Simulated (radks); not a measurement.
The numbers below are computed, except where a source is named.
Effect of the nuclear size on the rhenium ion Re+, [Xe] 4f14 5d5 6s1. Code: a radial shooting solver on a logarithmic mesh with Libxc functionals. Model: Dirac Kohn-Sham, BLYP, spin-unpolarised, spherical densities, finite nucleus; open shells fill j = l - 1/2 first; Fermi nuclear charge, rms radius 5.3698 fm. The rms radius is varied about that value; shifts are against it.

| rms radius (fm) | total energy shift (eV) | density at nucleus (e/bohr^3) | 1s1/2 shift (meV) | 2s1/2 shift (meV) | 5s1/2 shift (meV) | 5p1/2 shift (meV) | 6s1/2 shift (meV) | 5d5/2 shift (meV) | 6p1/2 (empty) shift (meV) |
|---|---|---|---|---|---|---|---|---|---|
| 4.4086 | -21.5 | 1.66e+06 | -8690 | -1240 | -12.0 | 0.301 | -1.20 | 0.426 | 0.116 |
| 4.8811 | -11.3 | 1.601e+06 | -4560 | -648 | -6.28 | 0.157 | -0.628 | 0.223 | 0.061 |
| 5.3698 | 0 | 1.547e+06 | 0.000 | 0.000 | 0.000 | 0.000 | 0.000 | 0.000 | 0.000 |
| 5.8746 | 12.4 | 1.498e+06 | 5000 | 711 | 6.88 | -0.172 | 0.689 | -0.245 | -0.067 |
| 6.2666 | 22.4 | 1.464e+06 | 9080 | 1290 | 12.5 | -0.312 | 1.25 | -0.445 | -0.121 |

Slopes of the eigenvalues against <r^2> in GHz/fm^2, as finite differences over the two radii next to the reference (eigenvalue slopes, not the field-shift constants of lines): 1s1/2 216000, 2s1/2 30800, 5s1/2 298, 5p1/2 -7.45, 6s1/2 29.8, 5d5/2 -10.6, 6p1/2 (empty) -2.89.
